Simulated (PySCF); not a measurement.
C₈H₁₀Ge, SMILES C=Cc1ccc[c]([GeH3])c1, GFN2-xTB optimised geometry. Atoms within 1.6 Å of the plane z = 0.0 Å (x, y, z in Å): C1 (-1.73, -2.49, 0.00), C2 (-2.18, -1.25, 0.00), C3 (-1.39, -0.03, 0.00), C4 (-2.05, 1.21, 0.00), C5 (-1.33, 2.39, 0.00), C6 (0.05, 2.37, 0.00), C7 (0.73, 1.15, 0.00), Ge8 (2.68, 1.11, 0.03), C9 (0.00, -0.03, 0.00), H10 (-2.40, -3.34, 0.00), H11 (-0.68, -2.73, 0.01), H12 (-3.26, -1.08, 0.00), H13 (-3.13, 1.23, 0.00), H14 (-1.86, 3.34, -0.01), H15 (0.61, 3.29, -0.01), H16 (3.22, 1.14, 1.42), H17 (3.19, -0.14, -0.62), H18 (3.26, 2.29, -0.69), H19 (0.54, -0.96, 0.00).

Level of theory: PySCF 2.14.0 with CAM-B3LYP/def2-SVP. Cells within 0.4 Å of a nucleus heavier than hydrogen are left out (blank, or x).

Map of the electrostatic potential (hartree/e), clipped to [-0.08, 0.12] on the plane z = 0.0 Å:

```
|00000000000000000000000000000|
|00000000111100011000000000000|
|00000011111111111110000000000|
|00000112343211233211000000000|
|00000113899422499621000000000|
|00000114999955999941100000000|
|00001114999999999942211000000|
|00011123999x99x99944445310000|
|0011123599xx99xx9979999831000|
|00113689999999999999999962100|
|011269999x9999999999999994100|
|01127999xx99999xx999xx9995200|
|0112599999999999x9999x9995100|
|01123569999999999999999983100|
|0111234799xx9xxx9989999941000|
|01124899999999x99855689620000|
|01139999999999999942223200000|
|01139999xx9977999931100000000|
|00126999xx9964799621000000000|
|00112469999996444211000000000|
|000011399xx999832110000000000|
|000011399xx999932110000000000|
|00001279999999721100000000000|
|00001279999555311000000000000|
|00001149972111110000000000000|
|00000123321000000000000000000|
|00000011110000000000000000000|
|00000000000000000000000000000|
|00000000000000000000000000000|
```
Scale: ten equal steps from -0.002 (start of '0') to 0.120 (end of '9'), in the order '0123456789'; x runs from -5.50 to 5.50, y from -5.50 (bottom) to 5.50 (top).
